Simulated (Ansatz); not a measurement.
```yaml
crystal:
  periodic: [false, false, false]
  atoms:
    - {symbol: F, position_ang: [-0.503273, -1.059128, 1.600897]}
    - {symbol: Zr, position_ang: [0.318755, -0.503384, -0.001914]}
    - {symbol: F, position_ang: [2.160706, -0.888811, -0.038889]}
    - {symbol: Cl, position_ang: [-0.756053, -1.550335, -1.791947]}
    - {symbol: h, position_ang: [0.086081, 2.045307, -0.193471]}
    - {symbol: H, position_ang: [-1.264117, 1.892351, 0.379124]}
basis:
  gaussian: {orbitals: def2-TZVPD}
hamiltonian: {xc: {name: B97M-V}}
output: {forces: true}
```

```sh
$ ansatz run in.yaml --threads 4 --pin off --events-out ev --progress --plain --max-ram 10444MiB
```

Shortened log:

```
Error: YAML parse error: error: line 8 column 16: `h` is not an element symbol (H … Og, case-exact)
 6 |     - {symbol: F, position_ang: [2.160706, -0.888811, -0.038889]}
 7 |     - {symbol: Cl, position_ang: [-0.756053, -1.550335, -1.791947]}
 8 |     - {symbol: h, position_ang: [0.086081, 2.045307, -0.193471]}
 9 |     - {symbol: H, position_ang: [-1.264117, 1.892351, 0.379124]}
10 | basis:
```

(1) What is wrong with this run?

## Answers

(1) An element symbol is wrong. The input was rejected before any iteration.
